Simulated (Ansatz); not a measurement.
Born–Oppenheimer molecular dynamics of BrH5OSSi2 (10 atoms, charge 0, multiplicity 1). It starts at the highest image of a converged band. Of that band: Neighbouring images differ by up to 2.9 eV, so the band resolves the path poorly. A vibrational analysis at the climbing image gives one clearly imaginary mode, 1488i cm⁻¹: a first-order saddle point.

Level of theory: RKS PBE0/def2-SVP in Ansatz.

```yaml
ensemble: NVE (velocity Verlet)
time_step: 0.5 fs
steps_asked: 200
starting_velocities_drawn_for: 100 K
seed: 8399
```

First frame:

```xyz
10
Properties=species:S:1:pos:R:3
S -0.633 -2.863 -0.720
Si -1.005 -1.175 0.539
O -0.236 0.388 -0.299
Si 1.045 1.454 -0.097
Br 0.446 3.082 1.290
H -1.685 -2.650 -1.541
H 0.002 -1.435 1.623
H -1.417 0.358 0.094
H 2.180 0.711 0.511
H 1.387 2.079 -1.399
```

Q: How far do the bonds stretch over the last three quarters of this one trajectory? (Pairs bonded in most of those frames.)

A: 
```tsv
bond	mean (Å)	spread (Å)	shortest	longest
S1–Si2	2.176	0.057	2.09	2.25
S1–H6	1.356	0.003	1.35	1.36
Si2–H7	1.535	0.045	1.47	1.60
O3–Si4	1.684	0.019	1.65	1.72
O3–H8	0.977	0.032	0.92	1.03
Si4–Br5	2.207	0.020	2.18	2.24
Si4–H9	1.486	0.009	1.47	1.51
Si4–H10	1.489	0.021	1.46	1.53
```

Mean temperature of the second half: 499 K. The conserved energy stayed within 0.15 meV per atom of its start (net change 0.071 meV per atom), so the integration is sound. The system heated up, since it started high on the potential surface and ran downhill. A run of 0.1 ps of so small a system gives no equilibrium averages. The orbitals stay closed-shell, which can raise the energy where a bond breaks towards radicals; this wasn't checked here.

Run time: 15 min on 2 threads of Arm Neoverse V1, with other jobs on the host, peak memory 0.34 GiB.
